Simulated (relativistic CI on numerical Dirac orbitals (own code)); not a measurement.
Slater and spin-orbit integrals, Eu XLI

Computed by Dirac-Coulomb-Breit CI, KLI orbitals optimised for each configuration, QED by a radiative potential, unscaled Slater integrals (own radial code, finite nucleus).

Slater integrals F^k, G^k are unscaled and averaged over j, outside the closed core [Ne]; ζ comes from projecting the Hamiltonian with its Breit term on Σ l·s of the shell.

- 3s2 3p6 3d5: F^2(3d,3d) = 489330, F^4(3d,3d) = 315840, ζ(3d) = 105750 cm⁻¹; <r>(3d) = 0.2085, <r^2>(3d) = 0.05044 (bohr units).
- 3s2 3p5 3d6: ζ(3p) = 796400, F^2(3d,3d) = 488450, F^4(3d,3d) = 315250, F^2(3p,3d) = 424970, G^1(3p,3d) = 455470, G^3(3p,3d) = 303310, ζ(3d) = 104710 cm⁻¹; <r>(3p) = 0.2332, <r^2>(3p) = 0.06291, <r>(3d) = 0.2088, <r^2>(3d) = 0.0506 (bohr units).
- 3s2 3p4 3d7: F^2(3p,3p) = 422370, ζ(3p) = 795760, F^2(3d,3d) = 487570, F^4(3d,3d) = 314650, F^2(3p,3d) = 424560, G^1(3p,3d) = 455460, G^3(3p,3d) = 303180, ζ(3d) = 103680 cm⁻¹; <r>(3p) = 0.2334, <r^2>(3p) = 0.06303, <r>(3d) = 0.2091, <r^2>(3d) = 0.05077 (bohr units).

Give the Racah parameters of the d shell in 3s2 3p6 3d5.

B = F²/49 − 5F⁴/441 = 6405 cm⁻¹ and C = 35F⁴/441 = 25067 cm⁻¹.

Averages of the first 10 configurations, taken without configuration mixing, which lowers the lowest level and can move excited configurations by several eV; other configurations of the list can lie among them:

```csv
Configuration,Parity,States,Average energy above the lowest level (eV)
3s2 3p6 3d5,even,252,76.1
3s2 3p5 3d6,odd,1260,410.8
3s2 3p4 3d7,even,1800,752.3
3s 3p6 3d6,even,420,688.4
3p6 3d7,even,120,1309.8
3s 3p5 3d7,odd,1440,1021.8
3s2 3p6 3d4 4s,even,420,1287.1
3s2 3p6 3d4 4p,odd,1260,1391.0
3s2 3p4 3d6 4s,even,6300,1947.0
3s2 3p5 3d5 4s,odd,3024,1613.6
```
